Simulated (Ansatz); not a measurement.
```tsv
atom	x (Å)	y (Å)	z (Å)
S	0.0000	0.0000	-0.8758
S	0.0000	0.0000	0.8758
```

Basis set: 6-31G* (spherical functions). Frozen core: 10 orbitals. Charge 0, multiplicity 3.

Computed with Ansatz (development build ahead of 0.2.0); each method stands on the lowest determinant of its kind that the runs found.

Question: Give the atomization energy at this shape (free ground-state atoms in the same class of orbitals less the molecule, no zero-point energy) of triplet S₂ by UHF-MP2, UHF.

Answer:

| method | atomization energy |
| --- | --- |
| UHF-MP2 | 3.10 eV |
| UHF | 1.38 eV |

Caution: the shape is not the minimum.
